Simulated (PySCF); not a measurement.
C2H5N, charge -1, doublet, geometry from GFN2-xTB (a state made from the parent by changing its charge; the spin is typed, not shown lowest) (in this run its highest filled SCF level lies above zero, so its values depend strongly on the basis, on diffuse functions most of all), atoms displaced at random by about 0.03 Å a coordinate; PySCF with B3LYP/6-31G, gradient by finite differences.

The PySCF input:
```python
from pyscf import gto, scf, dft

mol = gto.M(
    atom='''
C     1.040801   -0.369154    0.070772
N    -0.042206    0.346503    0.444231
C    -1.168040    0.223448   -0.342810
H     1.588920    0.088807   -0.867686
H     1.824967   -0.377802    0.817271
H     0.861633   -1.408884   -0.275512
H    -1.280988   -0.691151   -0.964998
H    -2.039676    0.568706    0.139689
''',
    basis='6-31g',
    charge=-1,
    spin=1,
    verbose=4,
)

mf = dft.UKS(mol)
mf.xc = 'b3lyp'
mf.conv_tol = 1e-11
mf.kernel()
scan, done = mf.as_scanner(), []
scan.scf_summary = {}
def energy(d):
    c = mol.atom_coords()
    c[0, 1] += d
    e = scan(mol.set_geom_(c, unit='Bohr', inplace=False))
    done.append(scan.converged)
    return e
h = 0.01
fd = (energy(h) - energy(-h)) / (2 * h)
print('dE/dx =', fd)
```

Output, abridged:

```
PySCF version 2.14.0

[INPUT] verbose = 4
[INPUT] num. atoms = 8
[INPUT] num. electrons = 25
[INPUT] charge = -1
[INPUT] spin (= nelec alpha-beta = 2S) = 1
[INPUT] symmetry False subgroup None
[INPUT] Mole.unit = angstrom
[INPUT] Symbol           X                Y                Z      unit          X                Y                Z       unit  Magmom
[...]
nuclear repulsion = 71.7028420597994
number of shells = 25
number of NR pGTOs = 86
number of NR cGTOs = 37
basis = 6-31g
ecp = {}

******** <class 'pyscf.dft.uks.UKS'> ********
method = UKS
initial guess = minao
damping factor = 0
level_shift factor = 0
DIIS = <class 'pyscf.scf.diis.CDIIS'>
diis_start_cycle = 1
diis_space = 8
diis_damp = 0
SCF conv_tol = 1e-11
SCF conv_tol_grad = None
SCF max_cycles = 50
direct_scf = True
direct_scf_tol = 1e-13
number electrons alpha = 13  beta = 12
XC library pyscf.dft.libxc version 7.1.2
    S. Lehtola, C. Steigemann, M. J. T. Oliveira, and M. A. L. Marques,  SoftwareX 7, 1–5 (2018)
XC functionals = b3lyp
    P. J. Stephens, F. J. Devlin, C. F. Chabalowski, and M. J. Frisch,  J. Phys. Chem. 98, 11623 (1994)
radial grids:
    Treutler-Ahlrichs [JCP 102, 346 (1995); DOI:10.1063/1.469408] (M4) radial grids

becke partition: Becke, JCP 88, 2547 (1988); DOI:10.1063/1.454033
pruning grids: <function nwchem_prune>
grids dens level: 3
symmetrized grids: False
atomic radii adjust function: <function treutler_atomic_radii_adjust>
small_rho_cutoff = 0
Set gradient conv threshold to 3.16228e-06
tot grids = 91184
init E= -134.004109687028

cycle= 1 E= -133.713618948825  delta_E= 0.29  |g|= 0.404  |ddm|= 1.89
cycle= 2 E= -133.572208571393  delta_E= 0.141  |g|= 0.664  |ddm|= 2.49
cycle= 3 E= -133.810188667408  delta_E= -0.238  |g|= 0.104  |ddm|= 1.76
cycle= 4 E= -133.815142024283  delta_E= -0.00495  |g|= 0.0271  |ddm|= 0.119
cycle= 5 E= -133.815480875425  delta_E= -0.000339  |g|= 0.00884  |ddm|= 0.0363
cycle= 6 E= -133.8155251426  delta_E= -4.43e-05  |g|= 0.00206  |ddm|= 0.0141
cycle= 7 E= -133.815528234057  delta_E= -3.09e-06  |g|= 0.000444  |ddm|= 0.00483
cycle= 8 E= -133.815528487952  delta_E= -2.54e-07  |g|= 8.5e-05  |ddm|= 0.00134
cycle= 9 E= -133.815528497529  delta_E= -9.58e-09  |g|= 2.84e-05  |ddm|= 0.000275
cycle= 10 E= -133.815528498408  delta_E= -8.79e-10  |g|= 5.7e-06  |ddm|= 0.000117
cycle= 11 E= -133.815528498453  delta_E= -4.42e-11  |g|= 1.13e-06  |ddm|= 3.15e-05
cycle= 12 E= -133.815528498455  delta_E= -1.93e-12  |g|= 4.35e-07  |ddm|= 3.46e-06
Extra cycle  E= -133.815528498454  delta_E= 5.12e-13  |g|= 5.12e-07  |ddm|= 1.46e-06
converged SCF energy = -133.815528498454  <S^2> = 0.75273763  2S+1 = 2.0027358
Create scanner for <class 'pyscf.dft.uks.UKS'>

WARN: Mole.unit (angstrom) is changed to Bohr

New geometry
   1 C      1.040801000000  -0.363862227891   0.070772000000 AA    1.966828840173  -0.687599957788   0.133739697288 Bohr
   2 N     -0.042206000000   0.346503000000   0.444231000000 AA   -0.079757780813   0.654795771340   0.839474926042 Bohr
   3 C     -1.168040000000   0.223448000000  -0.342810000000 AA   -2.207275702537   0.422255523082  -0.647817012762 Bohr
   4 H      1.588920000000   0.088807000000  -0.867686000000 AA    3.002623633844   0.167820907944  -1.639688902119 Bohr
   5 H      1.824967000000  -0.377802000000   0.817271000000 AA    3.448687816369  -0.713942309313   1.544418359549 Bohr
   6 H      0.861633000000  -1.408884000000  -0.275512000000 AA    1.628250389887  -2.662404901282  -0.520642224031 Bohr
   7 H     -1.280988000000  -0.691151000000  -0.964998000000 AA   -2.420716488854  -1.306086100719  -1.823581930753 Bohr
   8 H     -2.039676000000   0.568706000000   0.139689000000 AA   -3.854429022848   1.074698585397   0.263973952614 Bohr

******** <class 'pyscf.scf.hf.UKS_Scanner'> ********
method = UKS_Scanner
initial guess = minao
damping factor = 0
level_shift factor = 0
DIIS = <class 'pyscf.scf.diis.CDIIS'>
diis_start_cycle = 1
diis_space = 8
diis_damp = 0
SCF conv_tol = 1e-11
SCF conv_tol_grad = None
[...]
Set gradient conv threshold to 3.16228e-06
tot grids = 91184
init E= -133.816329572152
cycle= 1 E= -133.815496429683  delta_E= 0.000833  |g|= 0.00268  |ddm|= 0.0119
cycle= 2 E= -133.815492169639  delta_E= 4.26e-06  |g|= 0.00422  |ddm|= 0.012
cycle= 3 E= -133.815500829157  delta_E= -8.66e-06  |g|= 0.000574  |ddm|= 0.00657
cycle= 4 E= -133.815500993087  delta_E= -1.64e-07  |g|= 0.000183  |ddm|= 0.000911
cycle= 5 E= -133.81550101116  delta_E= -1.81e-08  |g|= 2.78e-05  |ddm|= 0.000238
cycle= 6 E= -133.815501012055  delta_E= -8.95e-10  |g|= 1.56e-05  |ddm|= 0.000109
cycle= 7 E= -133.815501012225  delta_E= -1.7e-10  |g|= 6.95e-06  |ddm|= 3.74e-05
cycle= 8 E= -133.815501012263  delta_E= -3.81e-11  |g|= 1.24e-06  |ddm|= 1.87e-05
cycle= 9 E= -133.815501012265  delta_E= -2.1e-12  |g|= 1.86e-07  |ddm|= 5.1e-06
Extra cycle  E= -133.815501012265  delta_E= 2.27e-13  |g|= 1.43e-07  |ddm|= 6.99e-07
converged SCF energy = -133.815501012265  <S^2> = 0.75273009  2S+1 = 2.0027282

WARN: Mole.unit (angstrom) is changed to Bohr

New geometry
   1 C      1.040801000000  -0.374445772109   0.070772000000 AA    1.966828840173  -0.707599957788   0.133739697288 Bohr
   2 N     -0.042206000000   0.346503000000   0.444231000000 AA   -0.079757780813   0.654795771340   0.839474926042 Bohr
   3 C     -1.168040000000   0.223448000000  -0.342810000000 AA   -2.207275702537   0.422255523082  -0.647817012762 Bohr
   4 H      1.588920000000   0.088807000000  -0.867686000000 AA    3.002623633844   0.167820907944  -1.639688902119 Bohr
   5 H      1.824967000000  -0.377802000000   0.817271000000 AA    3.448687816369  -0.713942309313   1.544418359549 Bohr
   6 H      0.861633000000  -1.408884000000  -0.275512000000 AA    1.628250389887  -2.662404901282  -0.520642224031 Bohr
   7 H     -1.280988000000  -0.691151000000  -0.964998000000 AA   -2.420716488854  -1.306086100719  -1.823581930753 Bohr
   8 H     -2.039676000000   0.568706000000   0.139689000000 AA   -3.854429022848   1.074698585397   0.263973952614 Bohr

******** <class 'pyscf.scf.hf.UKS_Scanner'> ********
method = UKS_Scanner
initial guess = minao
damping factor = 0
level_shift factor = 0
DIIS = <class 'pyscf.scf.diis.CDIIS'>
diis_start_cycle = 1
diis_space = 8
diis_damp = 0
SCF conv_tol = 1e-11
SCF conv_tol_grad = None
SCF max_cycles = 50
direct_scf = True
direct_scf_tol = 1e-13
number electrons alpha = 13  beta = 12
XC library pyscf.dft.libxc version 7.1.2
    S. Lehtola, C. Steigemann, M. J. T. Oliveira, and M. A. L. Marques,  SoftwareX 7, 1–5 (2018)
XC functionals = b3lyp
    P. J. Stephens, F. J. Devlin, C. F. Chabalowski, and M. J. Frisch,  J. Phys. Chem. 98, 11623 (1994)
radial grids:
    Treutler-Ahlrichs [JCP 102, 346 (1995); DOI:10.1063/1.469408] (M4) radial grids

becke partition: Becke, JCP 88, 2547 (1988); DOI:10.1063/1.454033
pruning grids: <function nwchem_prune>
grids dens level: 3
symmetrized grids: False
atomic radii adjust function: <function treutler_atomic_radii_adjust>
small_rho_cutoff = 0
Set gradient conv threshold to 3.16228e-06
tot grids = 91184
init E= -133.813842978098
cycle= 1 E= -133.81549014136  delta_E= -0.00165  |g|= 0.00542  |ddm|= 0.0236
cycle= 2 E= -133.815472207177  delta_E= 1.79e-05  |g|= 0.00859  |ddm|= 0.0243
cycle= 3 E= -133.815508000237  delta_E= -3.58e-05  |g|= 0.00114  |ddm|= 0.0134
cycle= 4 E= -133.815508651623  delta_E= -6.51e-07  |g|= 0.000365  |ddm|= 0.00181
cycle= 5 E= -133.815508723298  delta_E= -7.17e-08  |g|= 5.64e-05  |ddm|= 0.000475
cycle= 6 E= -133.815508726997  delta_E= -3.7e-09  |g|= 3.09e-05  |ddm|= 0.000222
cycle= 7 E= -133.81550872767  delta_E= -6.72e-10  |g|= 1.41e-05  |ddm|= 7.58e-05
cycle= 8 E= -133.815508727825  delta_E= -1.55e-10  |g|= 2.51e-06  |ddm|= 3.71e-05
cycle= 9 E= -133.815508727833  delta_E= -7.93e-12  |g|= 3.71e-07  |ddm|= 1.02e-05
Extra cycle  E= -133.815508727833  delta_E= -1.42e-13  |g|= 2.7e-07  |ddm|= 1.39e-06
converged SCF energy = -133.815508727833  <S^2> = 0.7527454  2S+1 = 2.0027435
dE/dx = 0.0003857784108163287
```
